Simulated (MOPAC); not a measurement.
MOPAC input (AM1):

```
AM1 PRECISE GNORM=0.05 LET XYZ CHARGE=-1 GEO-OK AUX(PRECISION=9) THREADS=1
C3H6F

C     1.60391100 1    0.16073300 1    0.18610100 1
C     0.41228000 1   -0.75592800 1   -0.11930400 1
C    -0.88188300 1   -0.28173700 1    0.50118600 1
F    -1.31338600 1    0.85857400 1   -0.39198900 1
H     1.40617600 1    1.16159400 1   -0.20643100 1
H     1.73055100 1    0.25306500 1    1.26918000 1
H     2.54164000 1   -0.20225100 1   -0.25993300 1
H     0.36727500 1   -0.87762800 1   -1.22897400 1
H     0.61502500 1   -1.75524100 1    0.29544500 1
H    -1.64604300 1   -1.04511800 1    0.25071500 1
```

From the output:

```
                                                       MOPAC v23.2.5 Linux

          FINAL HEAT OF FORMATION =        -34.66365 KCAL/MOL =    -145.03271 KJ/MOL

          COSMO AREA              =        101.62 SQUARE ANGSTROMS
          COSMO VOLUME            =         85.59 CUBIC ANGSTROMS

          GRADIENT NORM           =          0.02650          =       0.00838 PER ATOM
          IONIZATION POTENTIAL    =          0.173565 EV
          HOMO LUMO ENERGIES (EV) =         -0.174  9.039
          NO. OF FILLED LEVELS    =         13
          MOLECULAR WEIGHT        =         61.0788         POINT GROUP:  C1

          MOLECULAR DIMENSIONS (Angstroms)

            Atom       Atom       Distance
            H    10    H     7     4.34064
            H     9    F     4     3.08842
            H     8    H     6     2.89819

          SCF CALCULATIONS        =         38

   ATOM   CHEMICAL          X               Y               Z
  NUMBER   SYMBOL      (ANGSTROMS)     (ANGSTROMS)     (ANGSTROMS)

     1       C          1.56629822  *   0.17039454  *   0.18160864  *
     2       C          0.43433607  *  -0.78594510  *  -0.13380892  *
     3       C         -0.86887372  *  -0.28114127  *   0.29932814  *
     4       F         -1.31287672  *   0.88769846  *  -0.26694978  *
     5       H          1.36055997  *   1.16408292  *  -0.28330719  *
     6       H          1.65474072  *   0.31430567  *   1.28434382  *
     7       H          2.54512716  *  -0.20921621  *  -0.20556026  *
     8       H          0.50825144  *  -1.01098095  *  -1.25016454  *
     9       H          0.62756173  *  -1.76643461  *   0.38236835  *
    10       H         -1.67503417  *  -1.01557007  *   0.41186120  *

                             CARTESIAN COORDINATES

   1    C        1.566298220     0.170394541     0.181608636
   2    C        0.434336074    -0.785945096    -0.133808920
   3    C       -0.868873724    -0.281141266     0.299328143
   4    F       -1.312876718     0.887698457    -0.266949779
   5    H        1.360559967     1.164082916    -0.283307188
   6    H        1.654740717     0.314305669     1.284343824
   7    H        2.545127157    -0.209216210    -0.205560264
   8    H        0.508251435    -1.010980949    -1.250164545
   9    H        0.627561725    -1.766434606     0.382368349
  10    H       -1.675034168    -1.015570071     0.411861200

           Empirical Formula: C3 H6 F  =    10 atoms

      MOLECULAR POINT GROUP   :   C1

                  EIGENVALUES
 -41.00739 -28.46694 -20.48829 -14.97445 -10.31638  -9.91801  -8.93068  -8.06978
  -7.72842  -7.05529  -6.21578  -4.83409  -0.17356   9.03908   9.15281   9.55978
  10.17678  10.22448  10.43000  11.59531  12.36584  13.23600

              NET ATOMIC CHARGES AND DIPOLE CONTRIBUTIONS

  ATOM NO.   TYPE          CHARGE      No. of ELECS.   s-Pop       p-Pop
    1          C          -0.184783        4.1848     1.22843     2.95636
    2          C          -0.002507        4.0025     1.19618     2.80633
    3          C          -0.651915        4.6519     1.28930     3.36261
    4          F          -0.232243        7.2322     1.91367     5.31857
    5          H           0.053576        0.9464     0.94642
    6          H           0.048194        0.9518     0.95181
    7          H          -0.004403        1.0044     1.00440
    8          H          -0.068208        1.0682     1.06821
    9          H           0.011352        0.9886     0.98865
   10          H           0.030936        0.9691     0.96906
 DIPOLE           X         Y         Z       TOTAL
 POINT-CHG.     2.593     0.488    -0.123     2.642
 HYBRID         0.069    -0.363    -1.077     1.138
 SUM            2.662     0.125    -1.199     2.922

          ATOMIC ORBITAL ELECTRON POPULATIONS

     Atom    s        px        py        pz
    1  C   1.22843   0.95926   1.01092   0.98618
    2  C   1.19618   0.97061   0.92276   0.91296
    3  C   1.28930   0.88611   0.86093   1.61557
    4  F   1.91367   1.90461   1.52555   1.88841
    5  H   0.94642
    6  H   0.95181
    7  H   1.00440
    8  H   1.06821
    9  H   0.98865
   10  H   0.96906

 **********************
 *                    *
 * JOB ENDED NORMALLY *
 *                    *
 **********************

 == MOPAC DONE ==
```

The dipole moment of an ion depends on the origin.

The geometry given is a B3LYP-D3(BJ)/def2-TZVP minimum.
